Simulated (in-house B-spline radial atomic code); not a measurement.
## Two electrons outside the [Ar] 3d10 4s2 core: Kr4+

Computed with a B-spline radial code for spherical atoms: configuration interaction (CI) of the two valence electrons in the field of the frozen Dirac-Fock core, alone and with many-body perturbation theory for the core (screened one- and two-electron correlation potentials), Breit and QED terms; no-pair Dirac Hamiltonian, finite nucleus. Labels give the configuration (outer n counted up each series) and the leading LS term, or the jj pair where no LS term holds 70 %.

The outer s² shell of this core is soft: its mixing with p² is only treated to second order, so levels can be several per cent off.

Command:
```bash
python run_mb.py task.json out
```
Settings (nuclear radius in fm, box in bohr, cutoff in hartree):
```
basis_form          3
Z                   36
core_configuration  [Ar] 3d10 4s2
rms_radius          4.1884
mass_number         84
speed_of_light      137.036
box_radius          15.0
lmax                6
intervals           64
virtual_cutoff      2592.0
```

Run time, properties included: 110 s on 1 thread of Intel(R) Xeon(R) 6975P-C, with other jobs on the host.

Excitation energies (cm⁻¹):

```csv
level,purity of the LS term,CI alone,CI + MBPT + Breit + QED,Landé g of the LS mixture
4p2 3P0,0.969,0,0,-
4p2 3P1,1.0,3753,3732,1.50
4p2 3P2,0.887,?,?,?
4p2 1D2,0.887,20768,18555,1.06
4p2 1S0,0.969,?,?,?
```

**Question.** Where does 4p2 1S0 lie?

**Answer.** 38636 cm⁻¹ in CI alone and 39931 cm⁻¹ with all corrections.

**Question.** Where does 4p2 3P2 lie?

**Answer.** 7713 cm⁻¹ in CI alone and 7464 cm⁻¹ with all corrections; g = 1.44.

**Question.** What is the first ionisation energy?

**Answer.** 64.37 eV to the 4p1/2 state of the next ion (63.243 eV from CI alone). NIST lists 64.69 ± 0.2 eV (semi-empirical).
